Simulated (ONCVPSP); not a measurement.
# V, ONCV: configuration errors across variants

ONCVPSP 4.0.1 input, shortened (lines: element, Z, core and valence counts, functional; n l f; lmax; l rc ep ncon nbas qcut; lloc lpopt rc5 dvloc0; l nproj debl; icmod fcfact rcfact), LDA (Perdew-Wang 92), scalar-relativistic:

```
  V 23.00    4    3  -001012      upf
    1    0    2.00
    2    0    2.00
    2    1    6.00
    3    0    2.00
    3    1    6.00
    3    2    3.00
    4    0    2.00
    2
    0    2.95    0.00    4    8    2.40
    1    1.05    0.00    4    8    6.80
    2    2.25    0.00    4    8    7.70
    4    4    1.05    4.00
    0    2    1.00
    1    2    2.70
    2    2    1.40
    3    3.50    1.45
```

All-electron excitation energies from the reference (eV): (1) 3p6 3d3 4s1 7.934; (2) 3p6 3d3 4s0 22.472; (3) 3p6 3d2 4s0 51.635; (4) 3p6 3d3 4s1 4p1 3.406.

Errors AE − PS in meV (a dash: test not solved or not reliable):

| change | (1) | (2) | (3) | (4) | bound ghosts | GHOST(+) flags above zero |
| --- | --- | --- | --- | --- | --- | --- |
| base | -2.2 | -17 | +178 | -4.4 | none | s |
| core correction Teter function, fcfact 3.5, rcfact 0.98 | -2.2 | -17 | +179 | -4.3 | none | s |
| core correction Teter function, fcfact 3.5, rcfact 1.1 | -2.2 | -17 | +179 | -4.3 | none | s |
| core correction Teter function, fcfact 3.5, rcfact 1.16 | -2.2 | -17 | +179 | -4.3 | none | s |
| core correction Teter function, fcfact 3.5, rcfact 1.4 | -2.2 | -17 | +178 | -4.4 | none | s |
| core correction Teter function, fcfact 3.5, rcfact 1.6 | -2.2 | -17 | +178 | -4.4 | none | s |
| core correction Teter function, fcfact 3.5, rcfact 1.68 | -2.3 | -17 | +177 | -4.4 | none | s |
| core correction Teter function, fcfact 3.5, rcfact 1.82 | -2.3 | -17 | +175 | -4.4 | none | s |
| core correction Teter function, fcfact 3.5, rcfact 1.9 | -2.3 | -17 | +173 | -4.5 | none | s |
| core correction Teter function, fcfact 3.5, rcfact 2.06 | -2.4 | -18 | +167 | -4.5 | none | s |

(1) Give the same row for: core correction Teter function, fcfact 3.5, rcfact 1.32.

Answers

(1) -2.2, -17, +179, -4.4; bound ghosts: none; GHOST(+) flags above zero: s.
